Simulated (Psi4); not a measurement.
C₄H₃O (SMILES [c-]1ccoc1), charge -1, singlet, at a GFN2-xTB geometry (a gas-phase anion, which may not be bound at this level); Psi4 1.11 with B97M-V/STO-3G.

Here is a job for Psi4.
```
memory 2 GB

molecule {
-1 1
O     0.00331424   -0.00072523    1.15085558
C    -0.00480857    1.10916172    0.26448605
C     0.00618756   -1.05863609    0.30308132
C    -0.00715679    0.81484723   -1.06555540
C     0.00039392   -0.64547339   -0.98975849
H    -0.00807905    2.06158188    0.79005941
H     0.01244746   -2.04160206    0.76339482
H     0.00142101   -1.33357490   -1.83381975
}

set {
  basis sto-3g
  scf_type pk
  puream true
  d_convergence 1e-8
  dft_radial_points 99
  dft_spherical_points 590
}

energy('b97m-v')
print_variables()
```

Question: Write the output that Psi4 gives for this input, abridged.

Answer: 
```
   => Loading Basis Set <=

    Name: STO-3G
    Role: ORBITAL
    Keyword: BASIS

         ---------------------------------------------------------
                                   SCF
               by Justin Turney, Rob Parrish, Andy Simmonett
                          and Daniel G. A. Smith
                              RKS Reference
         ---------------------------------------------------------

  ==> Geometry <==

    Molecular point group: c1
    Full point group: C1

    Geometry (in Angstrom), charge = -1, multiplicity = 1:

       Center              X                  Y                   Z               Mass
    ------------   -----------------  -----------------  -----------------  -----------------
         O            0.003400199269    -0.020172424266     1.146792230918    15.994914619570
         C           -0.004722610731     1.089714525734     0.260422700918    12.000000000000
         C            0.006273519269    -1.078083284266     0.299017970918    12.000000000000
         C           -0.007070830731     0.795400035734    -1.069618749082    12.000000000000
         C            0.000479879269    -0.664920584266    -0.993821839082    12.000000000000
         H           -0.007993090731     2.042134685734     0.785996060918     1.007825032230
         H            0.012533419269    -2.061049254266     0.759331470918     1.007825032230
         H            0.001506969269    -1.353022094266    -1.837883099082     1.007825032230

  Running in c1 symmetry.

  Rotational constants: A =      0.32888  B =      0.31637  C =      0.16125 [cm^-1]
  Rotational constants: A =   9859.52767  B =   9484.43976  C =   4834.17358 [MHz]
  Nuclear repulsion =  150.781885627500458

  Charge       = -1
  Multiplicity = 1
  Electrons    = 36
  Nalpha       = 18
  Nbeta        = 18

  ==> Algorithm <==

  SCF Algorithm Type is PK.
  DIIS enabled.
  MOM disabled.
  Fractional occupation disabled.
  Guess Type is SAD.
  Energy threshold   = 1.00e-06
  Density threshold  = 1.00e-08
  Integral threshold = 1.00e-12

  ==> Primary Basis <==

  Basis Set: STO-3G
    Blend: STO-3G
    Number of shells: 18
    Number of basis functions: 28
    Number of Cartesian functions: 28
    Spherical Harmonics?: true
    Max angular momentum: 1

  ==> DFT Potential <==

   => LibXC <=

    Version 7.1.2
    S. Lehtola, C. Steigemann, M. J. T. Oliveira, and M. A. L. Marques,  SoftwareX 7, 1–5 (2018) (10.1016/j.softx.2017.11.002)

   => Composite Functional: B97M-V <=

    B97M-V GGA Exchange-Correlation Functional

    N. Mardirossian and M. Head-Gordon,  J. Chem. Phys. 142, 074111 (2015) (10.1063/1.4907719)

    Deriv               =              1
    GGA                 =           TRUE
    Meta                =           TRUE

    Exchange Hybrid     =          FALSE
    MP2 Hybrid          =          FALSE

   => Exchange-Correlation Functionals <=

    1.0000   B97M-V exchange-correlation functional

   => LibXC Density Thresholds  <==

    XC_MGGA_XC_B97M_V:  1.00E-15

   => VV10 Non-Local Parameters <=

    VV10 B              =     6.0000E+00
    VV10 C              =     1.0000E-02

   => Molecular Quadrature <=

    Radial Scheme          =       TREUTLER
    Pruning Scheme         =           NONE
    Nuclear Scheme         =       TREUTLER

    Blocking Scheme        =         OCTREE
    BS radius alpha        =              1
    Pruning alpha          =              1
    Radial Points          =             99
    Spherical Points       =            590
    Total Points           =         433780
    Total Blocks           =           3108
    Max Points             =            256
    Max Functions          =             28
    Weights Tolerance      =       1.00E-15

  ==> Integral Setup <==

  Using in-core PK algorithm.
   Calculation information:
      Number of atoms:                   8
      Number of AO shells:              18
      Number of primitives:             54
      Number of atomic orbitals:        28
      Number of basis functions:        28

      Integral cutoff                 1.00e-12
      Number of threads:                 1

  Performing in-core PK
  Using 165242 doubles for integral storage.
  We computed 13846 shell quartets total.
  Whereas there are 14706 unique shell quartets.

  ==> DiskJK: Disk-Based J/K Matrices <==

    J tasked:                  Yes
    K tasked:                   No
    wK tasked:                  No
    Schwarz Cutoff:          1E-12

  Minimum eigenvalue in the overlap matrix is 1.8110791226E-01.
  Reciprocal condition number of the overlap matrix is 7.2962328672E-02.
    Using symmetric orthogonalization.

  ==> Pre-Iterations <==

  SCF Guess: Superposition of Atomic Densities via on-the-fly atomic UHF (no occupation information).

   -------------------------
    Irrep   Nso     Nmo
   -------------------------
     A         28      28
   -------------------------
    Total      28      28
   -------------------------

  ==> Iterations <==

                        Total Energy        Delta E     RMS |[F,P]|

   @RKS iter SAD:  -224.52153356929438   -2.24522e+02   0.00000e+00
   @RKS iter   1:  -226.24211912802494   -1.72059e+00   1.34365e-02 DIIS/ADIIS
   @RKS iter   2:  -224.71482196211701    1.52730e+00   3.95155e-02 DIIS/ADIIS
   @RKS iter   3:  -226.31055660196012   -1.59573e+00   7.93925e-03 DIIS/ADIIS
   @RKS iter   4:  -226.32730922319388   -1.67526e-02   5.60427e-03 DIIS/ADIIS
   @RKS iter   5:  -226.34283568340561   -1.55265e-02   1.26241e-03 DIIS/ADIIS
   @RKS iter   6:  -226.34355785392975   -7.22171e-04   3.91822e-04 DIIS/ADIIS
   @RKS iter   7:  -226.34363509468713   -7.72408e-05   4.38195e-05 DIIS
   @RKS iter   8:  -226.34363521739451   -1.22707e-07   4.04781e-05 DIIS
   @RKS iter   9:  -226.34363616631330   -9.48919e-07   2.12308e-06 DIIS
   @RKS iter  10:  -226.34363616867265   -2.35934e-09   2.08228e-07 DIIS
   @RKS iter  11:  -226.34363616869564   -2.29932e-11   2.95117e-08 DIIS
   @RKS iter  12:  -226.34363616869641   -7.67386e-13   2.14910e-09 DIIS
  Energy and wave function converged.

  ==> Post-Iterations <==

   Electrons on quadrature grid:
      Ntotal   =   36.0000000368 ; deviation = 3.676e-08

    Orbital Energies [Eh]
    ---------------------

    Doubly Occupied:

       1A    -18.698189     2A     -9.745626     3A     -9.677587
       4A     -9.676044     5A     -9.508723     6A     -0.750952
       7A     -0.426008     8A     -0.375895     9A     -0.233674
      10A     -0.214213    11A     -0.140561    12A     -0.084673
      13A     -0.058795    14A     -0.001064    15A      0.026371
      16A      0.118365    17A      0.157556    18A      0.245231

    Virtual:

      19A      0.371545    20A      0.496810    21A      0.578313
      22A      0.617564    23A      0.650070    24A      0.664956
      25A      0.761471    26A      0.931560    27A      0.945373
      28A      1.106965

    Final Occupation by Irrep:
              A
    DOCC [    18 ]
    NA   [    18 ]
    NB   [    18 ]

  @RKS Final Energy:  -226.34363616869641

   => Energetics <=

    Nuclear Repulsion Energy =            150.7818856275004578
    One-Electron Energy =                -616.8528936953246102
    Two-Electron Energy =                 271.6997354119630472
    DFT Exchange-Correlation Energy =     -32.1144363404193669
    Empirical Dispersion Energy =           0.0000000000000000
    VV10 Nonlocal Energy =                  0.1420728275840666
    Total Energy =                       -226.3436361686964062

Computation Completed

Properties will be evaluated at   0.000000,   0.000000,   0.000000 [a0]

Properties computed using the SCF density matrix

 Multipole Moments:

 ------------------------------------------------------------------------------------
     Multipole            Electronic (a.u.)      Nuclear  (a.u.)        Total (a.u.)
 ------------------------------------------------------------------------------------

 L = 1.  Multiply by 2.5417464519 to convert [e a0] to [Debye]
 Dipole X            :          0.0020609            0.0056855            0.0077464
 Dipole Y            :          0.4002819           -1.2862457           -0.8859638
 Dipole Z            :          1.4151211           -0.2687516            1.1463695
 Magnitude           :                                                    1.4488460

 ------------------------------------------------------------------------------------

  Variable Map:
  ----------------------------------------------------------------------------
  "CURRENT ENERGY"              =>    -226.343636168696
  "CURRENT REFERENCE ENERGY"    =>    -226.343636168696
  "DD SOLVATION ENERGY"         =>       0.000000000000
  "DFT FUNCTIONAL TOTAL ENERGY" =>    -226.343636168696
  "DFT TOTAL ENERGY"            =>    -226.343636168696
  "DFT VV10 ENERGY"             =>       0.142072827584
  "DFT XC ENERGY"               =>     -32.114436340419
  "GRID ELECTRONS ALPHA"        =>      18.000000018380
  "GRID ELECTRONS BETA"         =>      18.000000018380
  "GRID ELECTRONS TOTAL"        =>      36.000000036760
  "NUCLEAR REPULSION ENERGY"    =>     150.781885627500
  "ONE-ELECTRON ENERGY"         =>    -616.852893695325
  "PCM POLARIZATION ENERGY"     =>       0.000000000000
  "PE ENERGY"                   =>       0.000000000000
  "SCF ITERATION ENERGY"        =>    -226.343636168696
  "SCF ITERATIONS"              =>      12.000000000000
  "SCF TOTAL ENERGY"            =>    -226.343636168696
  "TWO-ELECTRON ENERGY"         =>     271.699735411963
  "XC GRID RADIAL POINTS"       =>      99.000000000000
  "XC GRID SPHERICAL POINTS"    =>     590.000000000000
  "XC GRID TOTAL POINTS"        =>  433780.000000000000

  Array Variable Map:
  ----------------------------------------------------------------------------
  "CURRENT DIPOLE"              =>       0.007746359750 ... 1.146369486808 1 by 3
  "SCF DIPOLE"                  =>       0.007746359750 ... 1.146369486808 1 by 3
  "SCF TOTAL ENERGIES"          =>    -224.521533569294 ... -226.343636168696 1 by 13
```
